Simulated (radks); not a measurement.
Values are calculated unless marked as measured or tabulated.
The mercury ion Hg3+, 77 electrons, occupied as [Xe] 4f14 5d8.5 6p0.5 (fractional occupations, a model configuration).

Code: a radial shooting solver on a logarithmic mesh with Libxc functionals. Model: Dirac Kohn-Sham, PBE, spin-unpolarised, spherical densities, point nucleus; open shells fill j = l - 1/2 first.

Energy parts (Ry):
part                       energy
total                 -39318.9755
kinetic                45383.9548
electron-nucleus      -99016.0840
Hartree                15058.1879
exchange-correlation    -745.0342

Orbitals (lengths in bohr, moments of r in powers of bohr; r(max) is where P^2 peaks):
orbital,occ.,eigenvalue (Ry),r(max)
1s1/2,2,-6106.665,0.01022
2s1/2,2,-1083.621,0.05934
2p1/2,2,-1039.585,0.04362
2p3/2,4,-896.4034,0.05111
3s1/2,2,-259.1935,0.1670
3p1/2,2,-239.4054,0.1558
3p3/2,4,-207.6891,0.1710
3d3/2,4,-175.0170,0.1330
3d5/2,6,-168.2230,0.1372
4s1/2,2,-59.11032,0.3761
4p1/2,2,-50.63295,0.3742
4p3/2,4,-42.97440,0.4053
4d3/2,4,-29.14352,0.3976
4d5/2,6,-27.71594,0.4071
4f5/2,6,-9.91895,0.3643
4f7/2,8,-9.61057,0.3688
5s1/2,2,-11.36001,0.8280
5p1/2,2,-8.55433,0.8723
5p3/2,4,-7.19260,0.9503
5d3/2,4,-3.35774,1.123
5d5/2,4.5,-3.20185,1.156
6p1/2,0.5,-1.96102,2.274
6p3/2,0,-1.78704,2.487

The highest occupied level is 6p1/2 at -26.681 eV. The density falls to 0.001 e/bohr^3 at r = 3.51 bohr. Summed over all electrons, <r^2> = 39.56 bohr^2, which gives a Langevin (diamagnetic) susceptibility term of -31.3 x 10^-6 cm^3/mol.
